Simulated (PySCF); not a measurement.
LDA on Te⁺ (tellurium, charge +1)

Configuration: [Kr] 4d10 5s1 5p4, high-spin 4P determinant (an excited configuration). All numbers are calculated (PySCF 2.14, scalar relativity by spin-free X2C-1e, in x2c-QZVPPall (13s9p7d4f1g, 112 functions)).

| Quantity | Value |
| --- | --- |
| Total energy | -6786.77 hartree |
| One-electron energy | -9300.43 hartree |
| Hartree (Coulomb) energy | 2684.62 hartree |
| Exchange-correlation energy | -170.95 hartree |
| ⟨S²⟩ | 3.7525 |
| ⟨L²⟩ | 2.016 |
| Sum of ⟨r⟩ | 34.35 bohr |
| Sum of ⟨r²⟩ | 50.59 bohr² |
| Traceless quadrupole moment −½Σ⟨3z² − r²⟩ along its main axis | -2.44 e·bohr² |
| Langevin diamagnetic susceptibility | -40.1 ×10⁻⁶ cm³/mol |

| shell | electrons | mean orbital energy (hartree) | spread (hartree) | rms radius, mean of both spins (bohr) |
| --- | --- | --- | --- | --- |
| 1s α | 1 | -1159.01831 | 0 | 0.0319 |
| 1s β | 1 | -1159.01326 | 0 | 0.0319 |
| 2s α | 1 | -178.11324 | 0 | 0.130 |
| 2s β | 1 | -178.11068 | 0 | 0.130 |
| 2p α | 3 | -160.15829 | 0.00380 | 0.115 |
| 2p β | 3 | -160.15501 | 0.00256 | 0.115 |
| 3s α | 1 | -35.74494 | 0 | 0.345 |
| 3s β | 1 | -35.74075 | 0 | 0.345 |
| 3p α | 3 | -29.89128 | 0.00830 | 0.345 |
| 3p β | 3 | -29.88687 | 0.00661 | 0.345 |
| 3d α | 5 | -20.95115 | 0.00750 | 0.323 |
| 3d β | 5 | -20.94707 | 0.00595 | 0.323 |
| 4s α | 1 | -6.40244 | 0 | 0.813 |
| 4s β | 1 | -6.39340 | 0 | 0.813 |
| 4p α | 3 | -4.58100 | 0.01875 | 0.877 |
| 4p β | 3 | -4.57036 | 0.01452 | 0.877 |
| 4d α | 5 | -1.91783 | 0.02141 | 1.05 |
| 4d β | 5 | -1.89893 | 0.01432 | 1.05 |
| 5s α | 1 | -0.92950 | 0 | 2.13 |
| 5p α | 3 | -0.56044 | 0.03520 | 2.60 |
| 5p β | 1 | -0.48981 | 0 | 2.60 |

Densities and radii are taken from the X2C orbitals without a picture-change correction, which distorts them close to the nucleus.
